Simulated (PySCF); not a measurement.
Isomers of C3H10OSSi3.

All values: PBE0/pcSseg-1 (PySCF) at GFN2-xTB geometries, gas phase, one conformer each.

Question: Rank by dipole moment, lowest first.
A. `[CH:1]#[C:2][CH2:3][SiH2:4][O:5][SiH2:6][S:7][SiH3:8]` with C2–C3–Si4–O5 -53°, C3–Si4–O5–Si6 5°, Si4–O5–Si6–S7 -47°, O5–Si6–S7–Si8 174°
B. `[CH:1]#[C:2][CH2:3][SiH2:4][S:5][SiH2:6][O:7][SiH3:8]` with C2–C3–Si4–S5 180°, C3–Si4–S5–Si6 180°, Si4–S5–Si6–O7 180°, S5–Si6–O7–Si8 0°
C. `[CH:1]#[C:2][C@H:3]([SiH3:4])[S:5][SiH2:6][O:7][SiH3:8]` with C2–C3–S5–Si6 -73°, C3–S5–Si6–O7 -47°, S5–Si6–O7–Si8 -28°
D. `[CH3:1][C:2](=[O:3])[SiH2:4][C@H:5]1[SiH2:6][SiH2:7][S:8]1` with C1–C2–Si4–C5 162°, C2–Si4–C5–Si6 44°, Si4–C5–Si6–Si7 133°, C5–Si6–Si7–S8 -7°, Si6–Si7–S8–C5 7°, Si4–C5–S8–Si7 -135°
E. `[CH3:1][C:2](=[O:3])[Si@@H:4]1[SiH2:5][S:6][C@H:7]1[SiH3:8]` with C1–C2–Si4–Si5 166°, C2–Si4–Si5–S6 -117°, Si4–Si5–S6–C7 6°, Si5–S6–C7–Si8 -134°, C2–Si4–C7–S6 127°

Answer: B (0.39 D), A (0.64 D), C (1.36 D), E (2.56 D), D (3.32 D).

Question: Rank by the highest IAO charge on any atom, highest value first.
A. `[CH:1]#[C:2][C@H:3]([SiH3:4])[S:5][SiH2:6][O:7][SiH3:8]` with C2–C3–S5–Si6 -73°, C3–S5–Si6–O7 -47°, S5–Si6–O7–Si8 -28°
B. `[CH3:1][C:2](=[O:3])[SiH2:4][C@H:5]1[SiH2:6][SiH2:7][S:8]1` with C1–C2–Si4–C5 162°, C2–Si4–C5–Si6 44°, Si4–C5–Si6–Si7 133°, C5–Si6–Si7–S8 -7°, Si6–Si7–S8–C5 7°, Si4–C5–S8–Si7 -135°
C. `[CH:1]#[C:2][CH2:3][SiH2:4][S:5][SiH2:6][O:7][SiH3:8]` with C2–C3–Si4–S5 180°, C3–Si4–S5–Si6 180°, Si4–S5–Si6–O7 180°, S5–Si6–O7–Si8 0°
D. `[CH:1]#[C:2][CH2:3][SiH2:4][O:5][SiH2:6][S:7][SiH3:8]` with C2–C3–Si4–O5 -53°, C3–Si4–O5–Si6 5°, Si4–O5–Si6–S7 -47°, O5–Si6–S7–Si8 174°
E. `[CH3:1][C:2](=[O:3])[Si@@H:4]1[SiH2:5][S:6][C@H:7]1[SiH3:8]` with C1–C2–Si4–Si5 166°, C2–Si4–Si5–S6 -117°, Si4–Si5–S6–C7 6°, Si5–S6–C7–Si8 -134°, C2–Si4–C7–S6 127°

Answer: D (+1.039 e), C (+0.967 e), A (+0.945 e), B (+0.689 e), E (+0.611 e).

Question: Rank by LUMO energy, highest first.
A. `[CH:1]#[C:2][CH2:3][SiH2:4][O:5][SiH2:6][S:7][SiH3:8]` with C2–C3–Si4–O5 -53°, C3–Si4–O5–Si6 5°, Si4–O5–Si6–S7 -47°, O5–Si6–S7–Si8 174°
B. `[CH:1]#[C:2][C@H:3]([SiH3:4])[S:5][SiH2:6][O:7][SiH3:8]` with C2–C3–S5–Si6 -73°, C3–S5–Si6–O7 -47°, S5–Si6–O7–Si8 -28°
C. `[CH3:1][C:2](=[O:3])[SiH2:4][C@H:5]1[SiH2:6][SiH2:7][S:8]1` with C1–C2–Si4–C5 162°, C2–Si4–C5–Si6 44°, Si4–C5–Si6–Si7 133°, C5–Si6–Si7–S8 -7°, Si6–Si7–S8–C5 7°, Si4–C5–S8–Si7 -135°

Answer: A (-0.08 eV), B (-0.41 eV), C (-1.53 eV).

All values together:

| SMILES | μ (D) | HOMO (eV) | LUMO (eV) | lowest IAO charge (e) | highest IAO charge (e) | lowest Hirshfeld charge (e) | highest Hirshfeld charge (e) |
| --- | --- | --- | --- | --- | --- | --- | --- |
| CC(=O)[Si@@H]1[SiH2]S[C@H]1[SiH3] | 2.56 | -6.82 | -1.58 | -0.714 (C) | +0.611 (Si) | -0.223 (O) | +0.293 (Si) |
| CC(=O)[SiH2][C@H]1[SiH2][SiH2]S1 | 3.32 | -6.42 | -1.53 | -0.720 (C) | +0.689 (Si) | -0.206 (C) | +0.316 (Si) |
| C#CC[SiH2]S[SiH2]O[SiH3] | 0.39 | -7.41 | -0.34 | -0.882 (O) | +0.967 (Si) | -0.300 (O) | +0.402 (Si) |
| C#C[C@H]([SiH3])S[SiH2]O[SiH3] | 1.36 | -7.13 | -0.41 | -0.890 (O) | +0.945 (Si) | -0.301 (O) | +0.394 (Si) |
| C#CC[SiH2]O[SiH2]S[SiH3] | 0.64 | -7.25 | -0.08 | -0.875 (O) | +1.039 (Si) | -0.298 (O) | +0.426 (Si) |

Conformers: `[CH3:1][C:2](=[O:3])[Si@@H:4]1[SiH2:5][S:6][C@H:7]1[SiH3:8]` with C1–C2–Si4–Si5 166°, C2–Si4–Si5–S6 -117°, Si4–Si5–S6–C7 6°, Si5–S6–C7–Si8 -134°, C2–Si4–C7–S6 127°; `[CH3:1][C:2](=[O:3])[SiH2:4][C@H:5]1[SiH2:6][SiH2:7][S:8]1` with C1–C2–Si4–C5 162°, C2–Si4–C5–Si6 44°, Si4–C5–Si6–Si7 133°, C5–Si6–Si7–S8 -7°, Si6–Si7–S8–C5 7°, Si4–C5–S8–Si7 -135°; `[CH:1]#[C:2][CH2:3][SiH2:4][S:5][SiH2:6][O:7][SiH3:8]` with C2–C3–Si4–S5 180°, C3–Si4–S5–Si6 180°, Si4–S5–Si6–O7 180°, S5–Si6–O7–Si8 0°; `[CH:1]#[C:2][C@H:3]([SiH3:4])[S:5][SiH2:6][O:7][SiH3:8]` with C2–C3–S5–Si6 -73°, C3–S5–Si6–O7 -47°, S5–Si6–O7–Si8 -28°; `[CH:1]#[C:2][CH2:3][SiH2:4][O:5][SiH2:6][S:7][SiH3:8]` with C2–C3–Si4–O5 -53°, C3–Si4–O5–Si6 5°, Si4–O5–Si6–S7 -47°, O5–Si6–S7–Si8 174°.
